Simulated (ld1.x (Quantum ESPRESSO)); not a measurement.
## O, TM: configuration errors across variants

* Element: O
* Generator: ld1.x (Quantum ESPRESSO) 7.5
* Type: norm-conserving Troullier–Martins (Kleinman–Bylander form)
* Functional: PBE
* Relativity: scalar-relativistic
* Frozen core: [He]
* Valence charge: 6
* Reference configuration: 2s2 2p2.5 (charge +1.5)
* Partial waves: 2s (bound): rc 0.55 bohr; 3d channel at 0.45 Ry: rc 1.65 bohr; 2p (bound): rc 1.50 bohr
* Local potential: the p channel
* Core correction: a·sin(br)/r model core inside 0.30 bohr

All-electron excitation energies from the reference (eV): (1) 2s2 2p4 -30.874; (2) 2s2 2p3 -14.443; (3) 2s2 2p2 19.143; (4) 2s0 2p6 -0.937; (5) 2s2 2p3.5 -24.588; (6) 2s1 2p4 0.786; (7) 2s2 2p1 73.012.

3 further variants failed, have other tests or another functional or relativity, and are left out.

Errors AE − PS in meV (a dash: test not solved or not reliable):

```tsv
change	(1)	(2)	(3)	(4)	(5)	(6)	(7)	bound ghosts
base	-2.1	+5.9	+15	+241	+8.5	+79	+292	none
core correction a·sin(br)/r model core inside 0.56 bohr	-3.3	+5.6	+15	+280	+7.7	+86	+291	none
wave 3d channel at 0.45 Ry: rc 1.65 bohr becomes 3d channel at 1.16 Ry: rc 1.65 bohr	-2.1	+5.9	+15	+241	+8.5	+79	+292	none
local potential the s channel	+55	+13	+23	+298	+37	+87	+345	none
all radii but the core radius scaled by about 0.90 (s 0.50, p 1.34, d 1.48 bohr)	+0.6	+4.2	+10	+198	+6.5	+65	+203	none
wave 2p (bound): rc 1.50 bohr becomes 2p (bound): rc 0.98 bohr	+7.0	+2.5	+3.3	+105	+5.6	+33	+70	none
wave 3d channel at 0.45 Ry: rc 1.65 bohr becomes 3d channel at 0.45 Ry: rc 1.34 bohr	-2.1	+5.9	+15	+241	+8.5	+79	+292	none
wave 2s (bound): rc 0.55 bohr becomes 2s (bound): rc 0.54 bohr	-2.1	+5.9	+15	+241	+8.5	+79	+292	none
wave 2s (bound): rc 0.55 bohr becomes 2s (bound): rc 0.42 bohr	-0.2	+6.2	+16	+332	+9.5	+102	+297	not determined
```

(1) Give the same row for: wave 2p (bound): rc 1.50 bohr becomes 2p (bound): rc 2.04 bohr.

Results:

(1) +62, +32, +66, +718, +70, +211, +997; bound ghosts: none.
